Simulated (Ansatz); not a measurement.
Be₃Br₄⁺, relaxed as a doublet with UKS PBE0-D4/def2-SVP in Ansatz, starting from the GFN1-xTB geometry. Force threshold 0.02 eV/Å.

The structure comes from a short search, and lower isomers may exist.

Start:

```xyz
7

Be   -0.1857    1.0487    1.2477
Be    1.2885   -1.0257    0.0173
Be   -0.6829    0.3689   -1.4373
Br    1.2776    1.2281   -0.5431
Br   -0.1302   -1.7685   -1.5107
Br    0.5290   -0.8660    2.0890
Br   -2.0963    1.0146    0.1371
```

(1) Estimate the energy that the relaxation releases and the steps that it takes.

(2) Does the start keep its bonding and symmetry?

(3) Predict the relaxed structure.

## Answers

(1) 75.2 kJ/mol, in 7 steps; 98 s on 4 threads of Intel Xeon on a shared host. No frequencies were taken in this run, so the end may be a saddle point.

(2) By distances, no bond broke or formed, bridged metal pairs apart. The bond that changes most is Be2–Br5, from 2.21 to 2.13 Å (atoms count from 1). A close non-bonded pair moves further: Be1–Be2, from 2.83 to 2.17 Å. Metal–metal contacts that move far: Be1–Be2 2.83 to 2.17 Å, Be2–Be3 2.82 to 2.17 Å, Be1–Be3 2.81 to 2.17 Å. Point group C3v at the start, C3v at the end, both within 0.05 Å.

(3) 
```xyz
7

Be   -0.236    0.716    1.001
Be    0.892   -0.879    0.055
Be   -0.620    0.197   -1.071
Br    1.365    1.309   -0.579
Br   -0.006   -1.756   -1.671
Br    0.706   -0.794    2.179
Br   -2.101    1.206    0.087
```
Bond lengths (bridged metal pairs left out): 9 × Be–Br 2.13 to 2.33 Å.
